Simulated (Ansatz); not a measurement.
One geometry of Cl2GeH4Si, SMILES `Cl[SiH2][GeH2][Cl]`, several functionals.

```yaml
crystal:
  periodic: [false, false, false]
  atoms:
    - {symbol: Cl, position_ang: [-2.480731, 0.766077, 0.009588]}
    - {symbol: Si, position_ang: [-0.729831, 0.218756, 0.931515]}
    - {symbol: Ge, position_ang: [0.936283, -0.110117, -0.740944]}
    - {symbol: Cl, position_ang: [0.256819, -1.765665, -1.954747]}
    - {symbol: H, position_ang: [-0.330021, 1.302373, 1.863975]}
    - {symbol: H, position_ang: [-0.956271, -1.038952, 1.681673]}
    - {symbol: H, position_ang: [1.095086, 1.091689, -1.683337]}
    - {symbol: H, position_ang: [2.300866, -0.521261, -0.163523]}
basis:
  gaussian: {orbitals: def2-TZVPP}
hamiltonian: {xc: {name: r2SCANh}, dispersion: d4}
output: {orbitals: {seedname: orbitals}}
```

```sh
$ ansatz run in.yaml --threads 4 --pin off --events-out ev --progress --plain --max-ram 10444MiB
```

Shortened log:

```
Functional definition: r2SCANh
1489 factors; their error is unknown
mean field evaluation 1: about -89506.1879 eV, gradient 2.1e1 eV
mean field evaluation 2: about -89506.3628 eV, gradient 2.2e1 eV
mean field evaluation 4: about -89506.8857 eV, gradient 1.0e0 eV
mean field evaluation 8: about -89506.9998 eV, gradient 1.3e-1 eV
mean field evaluation 16: about -89506.9998 eV, gradient 2.6e-5 eV
mean field -89506.99981707 eV, -3289.3215732538 hartree, gradient 2.6e-5 eV, S^2 0.000000; 0 other end points of the search recorded, 0 dependent functions left out
reference -89506.99982828 eV, -3289.3215736658 hartree; 42, 42 occupied and 188, 188 virtual orbitals, 1489 factors
Total energy: -89507.05980835 eV, -3289.3237778928 hartree
```

It took 4.6 s on 4 threads of an Arm Neoverse V2 on a shared host, with 0.81 GiB of host memory at the peak.

With the line `hamiltonian: {xc: {name: B2PLYP}}` (abridged; 3.9 s):

```
Functional definition: B2PLYP
mean field evaluation 16: about -89482.6606 eV, gradient 5.1e-6 eV
mean field -89482.66057315 eV, -3288.4271225375 hartree, gradient 5.1e-6 eV, S^2 0.000000
24 core orbitals not correlated: weight in the atoms' cores, before any rotation towards them, 1.000 or more for the frozen orbitals, at most 0.000 for the correlated occupied ones
second order -25.09166392 eV of doubles, -0.00000000 eV of singles
Total energy: -89489.43551723 eV, -3288.6760971404 hartree
```

With the line `hamiltonian: {xc: {name: wB97X-V}}` (abridged; 7 s):

```
Functional definition: wB97X-V
mean field evaluation 16: about -89499.8487 eV, gradient 2.5e-5 eV
mean field -89499.84865038 eV, -3289.0587727251 hartree, gradient 2.5e-5 eV, S^2 0.000000
Total energy: -89499.84864831 eV, -3289.0587726490 hartree
```

The same input with `hamiltonian: {xc: {name: CAM-B3LYP}, dispersion: d4}` (abridged; 2.9 s):

```
Functional definition: CAM-B3LYP
mean field -89514.03929637 eV, -3289.5802693467 hartree, gradient 7.4e-5 eV, S^2 0.000000
Total energy: -89514.24938810 eV, -3289.5879900753 hartree
```

The same input with `hamiltonian: {xc: {name: LC-wPBE}}` (abridged; 2.1 s):

```
Functional definition: LC-wPBE
mean field evaluation 16: about -89493.2536 eV, gradient 2.5e-5 eV
mean field -89493.25361585 eV, -3288.8164096765 hartree, gradient 2.5e-5 eV, S^2 0.000000
Total energy: -89493.25361586 eV, -3288.8164096768 hartree
```

With the line `hamiltonian: {xc: lda}` (abridged; 0.95 s):

```
Functional definition: SPW92
mean field evaluation 16: about -89310.5620 eV, gradient 4.2e-5 eV
mean field -89310.56204344 eV, -3282.1026182232 hartree, gradient 4.2e-5 eV, S^2 0.000000
Total energy: -89310.56208581 eV, -3282.1026197804 hartree
```
